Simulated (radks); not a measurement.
Task: These are the eigenvalues of the occupied orbitals of an atom or ion with whole-number occupations (eV). Method: Dirac Kohn-Sham, Wu-Cohen GGA, spin-unpolarised, spherical densities, finite nucleus; Fermi nuclear charge, rms radius of each element as measured or else 0.836 A^(1/3) + 0.57 fm; computed with a radial shooting solver on a logarithmic mesh with Libxc functionals.

| orbital | eigenvalue |
|---|---|
| 1s1/2 | -59230.22 |
| 2s1/2 | -10015.27 |
| 2p1/2 | -9550.171 |
| 2p3/2 | -8569.956 |
| 3s1/2 | -2277.042 |
| 3p1/2 | -2071.855 |
| 3p3/2 | -1864.926 |
| 3d3/2 | -1513.820 |
| 3d5/2 | -1468.599 |
| 4s1/2 | -475.4314 |
| 4p1/2 | -392.8285 |
| 4p3/2 | -345.9660 |
| 4d3/2 | -209.8038 |
| 4d5/2 | -201.2584 |
| 5s1/2 | -83.7533 |
| 5p1/2 | -60.7263 |
| 5p3/2 | -54.4530 |
| 4f5/2 | -36.3861 |
| 4f7/2 | -35.1130 |

Which element is it, and in what charge state? The configuration may be excited. Open shells, if any, fill j = l - 1/2 first.

Result: Z = 69, thulium, charge +3: Tm3+ in [Xe] 4f12. The list shows which subshells hold electrons but not how many an open one holds; the 1s level, -2176.7 hartree, gives Z - s = 66.0 by -(Z - s)^2/2, which with screening and relativity narrows Z to a few neighbours, and the depths of the outer levels then fix element, charge and occupations together.
